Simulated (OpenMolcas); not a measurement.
Ni6+, Pd6+, Pt6+: d⁴ down the group

```
Program             : OpenMolcas 26.06
Method              : SS-CASPT2, IPEA 0.25 Eh, imaginary shift 0.1 Eh
Basis               : ANO-R3
Scalar Hamiltonian  : X2C, finite nucleus
Spin-orbit coupling : state interaction with AMFI integrals over the reference wave functions, term energies averaged over their components
```

Active space for each ion: 4 electrons in 5 orbitals (d); closed shells correlated by CASPT2: Ni6+ 3s 3p; Pd6+ 4s 4p; Pt6+ 5s 5p.

Computed levels in cm-1 above ⁵D₀:

```csv
Level,Ni6+,Pd6+,Pt6+
⁵D₁,287,895,7500
⁵D₂,830,2270,13310
⁵D₃,1587,3870,17330
⁵D₄,2520,5600,19200
³H₄,31900,21870,28660
³P₁(1),31950,24010,35610
³H₅,32550,23960,35470
³H₆,33240,25480,38450
³F₂(1),34500,25720,33830
weight of ⁵D in the lowest level (%),99,94,56
```

Mixed levels, with the weight of the term that names them: Pd6+ ³H₄ (73 %), Pt6+ ⁵D₀ (56 %), Pt6+ ⁵D₄ (52 %), Pt6+ ³H₄ (52 %), Pt6+ ³P₁(1) (70 %), Pt6+ ³H₅ (75 %), Pt6+ ³H₆ (69 %), Pt6+ ³F₂(1) (59 %).

Measured, with the error of the calculation in %. Measured levels: Ni6+ from Corliss and Sugar, J. Phys. Chem. Ref. Data 10, 197 (1981).

```tsv
Level	Ni6+
⁵D₁	279 (+2.9)
⁵D₂	804 (+3.2)
⁵D₃	1520 (+4.4)
⁵D₄	2392 (+5.2)
³H₄	31672 (+0.7)
³P₁(1)	31836 (+0.4)
³H₅	32286 (+0.8)
³H₆	32877 (+1.1)
³F₂(1)	34247 (+0.7)
```

The fine-structure level ⁵D₄ changes by a factor of 7.62 from Ni6+ to Pt6+.

Without spin-orbit coupling ³H lies 31200, 20810, 18590 cm-1 above ⁵D in that order; the difference to the level ³H₄, of either sign, comes from spin-orbit coupling, which also lowers the zero.

CASPT2 breaks the degeneracy within a term, and the mean is taken; among the terms shown or strongly mixed into the levels shown the widest spread is 140 cm-1 (3d⁴ ³F(1), Ni6+). Computed and measured levels are paired by configuration, term and J; levels that our copy of the source lacks, or whose pairing is in doubt (as where it misses far off the trend of its configuration), stay unpaired and out of the deviations. Only configurations of the active space appear.

A number in round brackets counts repeated terms of one configuration in the order of the reference energies.
